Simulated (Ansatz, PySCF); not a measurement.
Species: diphosphane, P₂H₄ (charge 0, singlet). 
Geometry from a B3LYP-D3(BJ)/def2-TZVP (Ansatz, an electronic-structure program) optimisation:
```xyz
6

P     -1.0203    -0.4713    -0.0535
P      1.0203     0.4711     0.0549
H     -1.5176     0.2567     1.0604
H     -1.5148     0.4895    -0.9757
H      1.5219    -0.4987     0.9637
H      1.5105    -0.2449    -1.0699
```
Charge 0, spin multiplicity 1.

Wanted: vertical ionisation energy (to the doublet state of charge +1; each state is the SCF solution reached for its spin), in eV. Valence correlation only, unless marked. Open shells are spin-unrestricted. Spin-orbit coupling is left out. No relativistic terms. Basis-set limits of correlation are two-point, X^-3; Hartree-Fock from the larger set. The bracket is a focal-point correction in the basis named.

| level | program | vertical ionisation energy (eV) |
|---|---|---|
| HF/def2-SVPD | Ansatz | 8.24 |
| HF/def2-TZVPPD | Ansatz | 8.20 |
| B3LYP/def2-TZVPD | Ansatz | 9.06 |
| wB97M-V/def2-TZVPD | Ansatz | 9.17 |
| wB97X-V/def2-TZVPD | Ansatz | 9.16 |
| MP2/def2-SVPD | Ansatz | 9.05 |
| MP2/def2-TZVPPD | Ansatz | 9.22 |
| RI-MP2/aug-cc-pV(T+d)Z | Ansatz | 9.25 |
| RI-MP2/aug-cc-pV(Q+d)Z | Ansatz | 9.31 |
| RI-MP2/CBS(aug-cc-pV(T+d)Z,aug-cc-pV(Q+d)Z) | Ansatz | 9.35 |
| RI-MP2/CBS(def2-TZVPPD,def2-QZVPPD) | Ansatz | 9.35 |
| SCS-MP2/aug-cc-pV(D+d)Z | Ansatz | 9.09 |
| SCS-MP2/def2-SVPD | Ansatz | 9.05 |
| SCS-MP2/aug-cc-pV(T+d)Z | Ansatz | 9.26 |
| CCSD/aug-cc-pV(D+d)Z | Ansatz | 9.02 |
| CCSD/aug-cc-pV(T+d)Z | Ansatz | 9.15 |
| CCSD(T)/aug-cc-pV(D+d)Z | Ansatz | 9.03 |
| CCSD(T)/def2-SVPD | Ansatz | 8.98 |
| CCSD(T)/def2-TZVPPD | Ansatz | 9.15 |
| RI-MP2/CBS(aug-cc-pV(T+d)Z,aug-cc-pV(Q+d)Z)+[CCSD(T)-MP2]/aug-cc-pV(D+d)Z | Ansatz | 9.29 |
| RI-MP2/CBS(aug-cc-pV(T+d)Z,aug-cc-pV(Q+d)Z)+[CCSD(T)-MP2]/aug-cc-pV(T+d)Z | Ansatz | 9.28 |

For comparison, minus the highest occupied orbital energy (PySCF): 5.93 eV at SVWN5/def2-TZVPD, 6.38 eV at TPSSh/def2-TZVPD, 5.97 eV at TPSS/def2-TZVPD.
